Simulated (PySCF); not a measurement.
## Broadened absorption spectrum of C6H9FSi

Compound: C₆H₉FSi.
InChI=1S/C6H9FSi/c1-2-5-3-8-4-6(5)7/h3-4H,2,8H2,1H3

Level of theory: TDDFT B3LYP/def2-SVPD, vertical, gas phase, core orbitals frozen in the response (PySCF). The structure is a single GFN2-xTB conformer in the gas phase; no vibrational or solvent corrections. Torsions of this conformer, `[CH3:1][CH2:2][C:3]1=[CH:4][SiH2:5][CH:6]=[C:7]1[F:8]`: C1–C2–C3–C4 -104°.

Computed states:

```csv
state,E (eV),f
S1,4.35,0.046
S2,5.72,0.0006
S3,5.79,0.0082
S4,5.98,0.0012
S5,6.15,0.074
S6,6.45,0.017
S7,6.55,0.0032
S8,6.76,0.048
```

Each state is given a Gaussian of 0.25 eV full width at half maximum, with ε(max) = 2.175×10⁸ f / Δν̃ (Δν̃ the width in cm⁻¹). The cross-section is σ = 3.8235×10⁻²¹ ε cm², given in Mb (10⁻¹⁸ cm²). The width is an assumption, not a result. The curve ends short of the highest state used, and states not computed would add to its high-energy end.

Question: What does the envelope look like, and where are its maxima?

Answer: 
E (eV), σ (Mb) and a bar:
```
     3.97       0.03 
     4.05       0.36 
     4.13       2.25 ##
     4.20       7.05 #######
     4.28      15.31 ###############
     4.35      18.93 ###################
     4.43      14.17 ##############
     4.50       6.90 #######
     4.58       1.78 ##
     4.65       0.34 
     4.73       0.03 
     4.80       0.00 
     4.88       0.00 
     4.95       0.00 
     5.03       0.00 
     5.11       0.00 
     5.18       0.00 
     5.26       0.00 
     5.33       0.00 
     5.41       0.01 
     5.48       0.06 
     5.56       0.38 
     5.63       1.20 #
     5.71       2.73 ###
     5.78       3.70 ####
     5.86       3.87 ####
     5.94       6.12 ######
     6.01      13.71 #############
     6.09      26.39 ##########################
     6.16      30.64 ##############################
```

Maxima: 285 nm (4.35 eV), ε about 5000, made up of S1 (100%); 202 nm (6.15 eV), ε about 8000, made up of S5 (99%) (ε in L mol⁻¹ cm⁻¹; maxima over ε = 5, shares over 10%).

Question: On this curve, what absorbance would a 10⁻⁴ mol/L sample give at 280 nm over a 1 cm path?

Answer: 280 nm is 4.428 eV, where ε is about 3800 L mol⁻¹ cm⁻¹, so A = ε c l ≈ 0.38 (Beer–Lambert, with the gas-phase spectrum and the assumed width).

Question: What would ε be at 6.15 eV, the highest of these maxima, with half the width (0.125 eV)?

Answer: About 16000 L mol⁻¹ cm⁻¹ against 8050, a factor of about 1.98; a lone state at its own centre would give exactly 2.

Question: Coming from long wavelengths, where does ε first pass 100 L mol⁻¹ cm⁻¹?

Answer: At about 306 nm (4.05 eV), 0.30 eV below S1.

The run took 2.6 min of wall time (with the writing of density and orbital grids) on Intel Xeon at 2.50 GHz, one thread, shared host with 64 logical CPUs at a one-minute load of 64, and the process peaked at 0.97 GiB of memory.
